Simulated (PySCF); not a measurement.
# UHF on N (nitrogen, neutral)

Configuration: [He] 2s2 2p2 3d1, one real determinant (an excited configuration). Computed with PySCF 2.14 in aug-cc-pVTZ with one added diffuse shell each of s, p, d, f type (6s5p4d3f, 62 functions), with no relativity, point nucleus.

```json
{
 "Total energy": "-53.913819 hartree",
 "One-electron energy": "-71.2037 hartree",
 "Hartree (Coulomb) energy": "23.5828 hartree",
 "Exchange energy": "-6.2929 hartree",
 "Kinetic energy": "54.06729 hartree",
 "⟨S²⟩": "3.7563",
 "⟨L²⟩": "6.184",
 "Sum of ⟨r⟩": "11.60 bohr",
 "Sum of ⟨r²⟩": "50.63 bohr²",
 "Traceless quadrupole moment −½Σ⟨3z² − r²⟩ along its main axis": "3.33 e·bohr²",
 "Density at the nucleus (Gaussians lack the cusp)": "200 bohr⁻³",
 "Spin density at the nucleus": "0.122 bohr⁻³",
 "Langevin diamagnetic susceptibility": "-40.1 ×10⁻⁶ cm³/mol"
}
```

| shell | electrons | mean orbital energy (hartree) | rms radius, mean of both spins (bohr) |
| --- | --- | --- | --- |
| 1s α | 1 | -16.13190 | 0.265 |
| 1s β | 1 | -16.05673 | 0.265 |
| 2s α | 1 | -1.43672 | 1.38 |
| 2s β | 1 | -1.11740 | 1.38 |
| 2p α | 2 | -0.92889 | 1.39 |
| 3d α | 1 | -0.02338 | 6.54 |

⟨L²⟩ = 6.18 against 12 for a pure F term, so this real determinant mixes terms. The outer electron is Rydberg-like, and this basis confines it to a smaller radius and binds it less than a complete one would. The s, p, d and f populations moved away from the nominal configuration during the SCF.

Spin-orbit constants ζ (cm⁻¹) from the X2C one-electron operator on these orbitals (non-relativistic here): bare nucleus, nucleus screened by l(l+1)(2l+1)/3 electrons, and screened by the Breit-Pauli mean field of the electrons.

| shell | bare | screened nucleus | mean field |
| --- | --- | --- | --- |
| 2p | 154.2 | 110.2 | 92.16 |
| 3d | 0.4575 | 0.06535 | 0.03802 |

To first order the Landé constant is A = 10.25 cm⁻¹, so the lowest level has J = 3/2 and lies 0.00762 eV below the centre of the term. This holds in LS coupling only.
